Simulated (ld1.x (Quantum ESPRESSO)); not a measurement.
palladium (Pd), PAW: configuration errors across variants

| Property | Result |
| --- | --- |
| Element | Pd (Z = 46) |
| Generator | ld1.x (Quantum ESPRESSO) 7.5 |
| Type | PAW |
| Functional | LDA (PZ) |
| Relativity | scalar-relativistic |
| Frozen core | [Kr] |
| Valence charge | 10 |
| Reference configuration | 4d10 5s0 5p0 |
| Partial waves | 5s (bound, empty): rcut 2.35, rcutus 2.45 bohr; 5s channel at 3.15 Ry: rcut 2.35, rcutus 2.45 bohr; 5p (bound, empty): rcut 3.25, rcutus 4.00 bohr; 5p channel at 2.8 Ry: rcut 3.25, rcutus 4.00 bohr; 4d (bound): rcut 1.85, rcutus 2.15 bohr; 4d channel at 4.4 Ry: rcut 1.85, rcutus 2.15 bohr |
| Local potential | all-electron potential smoothed inside 1.65 bohr (lloc = -2) |
| Core correction | Bessel-smoothed model core, default radius (core density twice the valence density) |
| Augmentation charge | PSQ, inside the norm-conserving radii |

All-electron excitation energies from the reference (eV): (1) 4d9 5s0 5p0 9.389; (2) 4d8 5s0 5p0 30.470; (3) 4d7 5s0 5p0 65.065.

The overlap operator is not positive definite (basis up to 400 Ry) in “all radii but the core radius scaled by about 0.78 (s 1.92, p 3.12, d 1.68 bohr, rcut 1.84/2.54/1.44); local potential all-electron potential smoothed inside 1.30 bohr (lloc = -2)”, “all radii but the core radius scaled by about 0.91 (s 2.24, p 3.66, d 1.96 bohr, rcut 2.16/2.98/1.70); local potential all-electron potential smoothed inside 1.52 bohr (lloc = -2)”. Such files are unfit for use, however small their errors in these radial tests.

Tests that are not counted but printed errors over 1 eV. “all radii but the core radius scaled by about 0.78 (s 1.92, p 3.12, d 1.68 bohr, rcut 1.84/2.54/1.44); local potential all-electron potential smoothed inside 1.30 bohr (lloc = -2)”: 4d8 5s1 5p0 (solver errors, printed error -4.0 eV); 4d9 5s1 5p0 (solver errors, printed error -3.3 eV). “all radii but the core radius scaled by about 0.91 (s 2.24, p 3.66, d 1.96 bohr, rcut 2.16/2.98/1.70); local potential all-electron potential smoothed inside 1.52 bohr (lloc = -2)”: 4d8 5s1 5p0 (solver errors, printed error -4.0 eV).

Errors AE − PS in meV (a dash: test not solved or not reliable):

| change | (1) | (2) | (3) | bound ghosts |
| --- | --- | --- | --- | --- |
| base | -32 | -182 | -571 | none |
| all radii but the core radius scaled by about 0.78 (s 1.92, p 3.12, d 1.68 bohr, rcut 1.84/2.54/1.44); local potential all-electron potential smoothed inside 1.30 bohr (lloc = -2) | -17 | -142 | -534 | not determined (overlap not positive) |
| all radii but the core radius scaled by about 0.91 (s 2.24, p 3.66, d 1.96 bohr, rcut 2.16/2.98/1.70); local potential all-electron potential smoothed inside 1.52 bohr (lloc = -2) | -23 | -162 | -562 | not determined (overlap not positive) |
| all radii but the core radius scaled by about 1.27 (s 3.12, p 5.10, d 2.74 bohr, rcut 3.00/4.14/2.36); local potential all-electron potential smoothed inside 2.10 bohr (lloc = -2) | -54 | -265 | -712 | none |
| all radii but the core radius scaled by about 1.38 (s 3.38, p 5.50, d 2.96 bohr, rcut 3.24/4.48/2.54); local potential all-electron potential smoothed inside 2.28 bohr (lloc = -2) | – | – | – | none |

**Question.** Give the same row for: all radii but the core radius scaled by about 1.15 (s 2.82, p 4.60, d 2.46 bohr, rcut 2.70/3.74/2.12); local potential all-electron potential smoothed inside 1.90 bohr (lloc = -2).

**Answer.** -9.0, -103, -443; bound ghosts: none.
